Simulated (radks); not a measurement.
Task: These are the eigenvalues of the occupied orbitals of an atom or ion with whole-number occupations (hartree). Calculated with a radial shooting solver on a logarithmic mesh with Libxc functionals: scalar-relativistic Kohn-Sham, PBE, spin-unpolarised, spherical densities, point nucleus.

| orbital | eigenvalue |
|---|---|
| 1s | -318.7521 |

Which element is it, and in what charge state? The configuration may be excited.

Result: Z = 26, iron, charge +24: Fe24+ in [He]. The 1s level, -318.75 hartree, gives Z - s = 25.2 by -(Z - s)^2/2, which with screening and relativity narrows Z to a few neighbours, and the depths must fix Z and the occupations together.
